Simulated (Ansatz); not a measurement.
One change: `I[SiH]1CO1` becomes `[SiH3][SiH]1CO1`.

Ansatz, PBE0-D4/def2-TZVP geometries, multiplicity 1. 

Elements past krypton have def2 core potentials.

```csv
property,`I[SiH]1CO1`
HOMO–LUMO gap (B3LYP/def2-TZVPP) / eV,6.35
HOMO energy (ωB97M-V/def2-TZVPP) / eV,-9.75
LUMO energy (PBE0/def2-TZVPP) / eV,-0.79
size of the dipole moment (B3LYP/def2-TZVPP) / D,1.65
size of the dipole moment (PBE/def2-TZVPP) / D,1.45
"ideal-gas entropy at 298 K and 1 bar (rigid rotor, harmonic PBE0-D4/def2-TZVP) / J/(mol·K)",319
```

**Question.** Give the same properties after the change, and the shifts. (Estimate.)

**Answer.** Computed: 
| property | `[SiH3][SiH]1CO1` | shift |
| --- | --- | --- |
| HOMO–LUMO gap (B3LYP/def2-TZVPP) / eV | 6.14 | -0.21 |
| HOMO energy (ωB97M-V/def2-TZVPP) / eV | -9.71 | 0.04 |
| LUMO energy (PBE0/def2-TZVPP) / eV | -0.97 | -0.18 |
| size of the dipole moment (B3LYP/def2-TZVPP) / D | 1.84 | 0.19 |
| size of the dipole moment (PBE/def2-TZVPP) / D | 1.58 | 0.13 |
| ideal-gas entropy at 298 K and 1 bar (rigid rotor, harmonic PBE0-D4/def2-TZVP) / J/(mol·K) | 329 | 10 |

With PBE0 the HOMO rises by 0.08 eV and the LUMO falls by 0.18 eV, so the gap narrows by about 0.26 eV. PBE moves the HOMO by 0.08 eV and ωB97M-V by 0.04 eV. The zero-point energy changes by 62.5 kJ/mol with +9 modes. Dipoles are sizes alone; their direction can turn.

B3LYP here is the variant with VWN-RPA as its local correlation; programs differ in this.

Spin–orbit coupling is left out; it splits and shifts lone-pair levels of the heavy atoms by tenths of an eV.
